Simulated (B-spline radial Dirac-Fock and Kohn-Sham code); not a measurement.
# Two-hole binding energies of Er⁺

System: Er⁺ in the configuration [Xe] 4f12 6s1, inside a Watson sphere of charge -1 and radius 2.4 Å (a model of the Madelung potential; inside it an electron's potential energy is raised by 6.0 eV).

Calculated with a radial B-spline solver, using multi-electron Dirac-Fock with separately optimised hole states, Breit and Lamb-shift corrections added in first order. U is the two-hole binding energy less the two single-hole energies, the effective repulsion of the holes after relaxation. Each two-hole energy is an average over J within one jj subconfiguration.

| holes | E(a) (eV) | E(b) (eV) | E(ab) (eV) | U (eV) |
| --- | --- | --- | --- | --- |
| 1s⁻¹ 2p1/2⁻¹ | 57483.8 | 9265.4 | 67101.7 | 352.5 |
| 1s⁻¹ 2p3/2⁻¹ | 57483.8 | 8359.0 | 66141.0 | 298.2 |
| 1s⁻¹ 3d3/2⁻¹ | 57483.8 | 1453.3 | 59021.1 | 84.0 |
| 1s⁻¹ 3d5/2⁻¹ | 57483.8 | 1412.0 | 58976.7 | 80.9 |
| 2s⁻² | 9759.0 | 9759.0 | 19708.3 | 190.3 |
| 2s⁻¹ 2p1/2⁻¹ | 9759.0 | 9265.4 | 19204.8 | 180.3 |
| 2p1/2⁻¹ 2p3/2⁻¹ | 9265.4 | 8359.0 | 17835.5 | 211.1 |
| 2p3/2⁻² | 8359.0 | 8359.0 | 16923.0 | 205.1 |
| 2s⁻¹ 3p3/2⁻¹ | 9759.0 | 1816.2 | 11646.5 | 71.2 |
| 2p1/2⁻¹ 3s⁻¹ | 9265.4 | 2224.5 | ? | ? |
| 2p3/2⁻¹ 3p1/2⁻¹ | 8359.0 | 2009.5 | 10447.5 | 79.0 |
| 3d5/2⁻² | 1412.0 | 1412.0 | 2882.4 | 58.3 |
| 4d3/2⁻² | 185.8 | 185.8 | 393.3 | 21.7 |
| 5p1/2⁻² | 35.51 | 35.51 | 85.08 | 14.1 |

Question: Give the missing two-hole energy and U.

Answer: E(ab) = 11563.2 eV and U = 73.3 eV.
